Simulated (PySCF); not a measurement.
## He+ (helium, charge +1) across methods

1s1, 2S determinant. Computed with PySCF 2.14 in aug-cc-pVQZ (5s4p3d2f, 46 functions), with the non-relativistic Hamiltonian (point nucleus).

| method | E (hartree) | mean ε 1s α (eV) | Σ⟨r²⟩ (bohr²) | ⟨S²⟩ |
| --- | --- | --- | --- | --- |
| r2SCAN0 | -1.9999 | -46.005 | 0.7592 | 0.750 |
| PBE0 | -1.9966 | -45.173 | 0.7711 | 0.750 |
| LDA | -1.9415 | -41.099 | 0.8001 | 0.750 |
| PBE | -1.9936 | -42.039 | 0.7797 | 0.750 |
| r2SCAN | -2.0000 | -43.212 | 0.7624 | 0.750 |
| UHF | -1.99981 | -54.418 | 0.7504 | 0.750 |
| B3LYP | -1.9985 | -44.511 | 0.7713 | 0.750 |
| M06 | -1.9994 | -44.897 | 0.7686 | 0.750 |

For one electron the Hartree and exchange-correlation energies should cancel; what remains is the self-interaction error.
